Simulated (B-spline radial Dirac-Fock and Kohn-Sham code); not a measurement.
ΔSCF core binding energies without Breit or QED terms, calculated with a B-spline atomic structure program.

A sound run for the free nickel atom, configuration [Ar] 3d8 4s2: The ground state converged in 11 iterations, with total energy -1519.30571 Ha, virial ratio 1.98350 and highest orbital energy -7.66 eV. ΔSCF binding energies: K (1s) 8360.1 eV, L3 (2p3/2) 869.8 eV. Holes are computed only in closed shells, and unreliable hole states are left out.

A second run, with one unsound setting: The ground state converged in 10 iterations, with total energy -2596.47284 Ha, virial ratio 1.05615 and highest orbital energy -6.43 eV. ΔSCF binding energies: K (1s) 5835.8 eV, L3 (2p3/2) 605.0 eV. Holes are computed only in closed shells, and unreliable hole states are left out.

```
iter   energy (Ha)        error
   1    -2568.59897938  6.24e+01
   2    -2595.75585712  8.95e+00
   3    -2596.34755507  3.77e+00
   4    -2596.45056934  1.59e+00
   5    -2596.47217691  2.55e-01
   6    -2596.47282609  1.36e-03
   7    -2596.47283471  2.85e-04
   8    -2596.47283652  6.44e-05
   9    -2596.47283665  4.92e-06
  10    -2596.47283665  2.61e-07
```

Question: Which fault fits the second run best?
A. damping too heavy
B. speed of light below Z
C. overfilled shell
D. mesh too coarse

Answer: D. The input had h = 2.0: h is too large to resolve the orbitals.
